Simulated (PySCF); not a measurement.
NMR data simulated for an unnamed compound:

¹H NMR (500 MHz, computed): δ 5.66 (m, 1H), 4.53 (m, 2H), 3.61 (q, 2H), 1.91 (d, 3H), 1.31 (t, 3H).

¹³C{¹H} NMR (computed): δ 167.1 (C), 114.1 (CH), 72.8 (CH2), 67.6 (CH2), 17.8 (CH3), 12.2 (CH3).

Relativity neglected, fast rotation and ring inversion assumed for equivalent nuclei, single conformer, gas phase. GIAO PBE0/pcSseg-1 shieldings; GFN2-xTB geometry; PySCF.

Chemical shifts δ = σref − σ; ¹H, ¹³C vs TMS, all at this level.

Task: Which of these does the molecule contain: a non-aromatic C=C double bond, a CH3CH2 unit, an aldehyde, a C≡C triple bond, an OH group?

Result: 
- A non-aromatic C=C double bond: yes.
- A CH3CH2 unit: yes (δC 17.8, 67.6; δH 1.31 (t), 3.61 (q)).
- An aldehyde: no.
- A C≡C triple bond: no.
- An OH group: no.

The data belong to `C/C=C(/F)COCC`, C₆H₁₁FO; they needn't prove each group on their own.

Carbon signals by region: 1 in the far downfield region (above 160 ppm), 1 in the sp2 and nitrile region (100–160 ppm), 2 at 50–100 ppm, 2 below 50 ppm. Above 160 ppm: 167.1, fully substituted alkene carbon.

Splittings by ¹⁹F in the carbon and heteronuclear signals aren't shown, as no couplings were computed. Shifts are as computed. Against solution values, carbons near 30 ppm lie about +3 ppm off and those near 130 ppm about +5 ppm. Of 1211 compounds with measured shifts, 218 miss one by over three times the rms of a fit or turn the order of signals round; such compounds aren't used in these exercises. No couplings were computed; multiplicities are counted from neighbouring protons, with m where these are inequivalent, close in shift, in a saturated or five-membered ring or joined by F or P, and br s for small geminal =CH2 splittings.
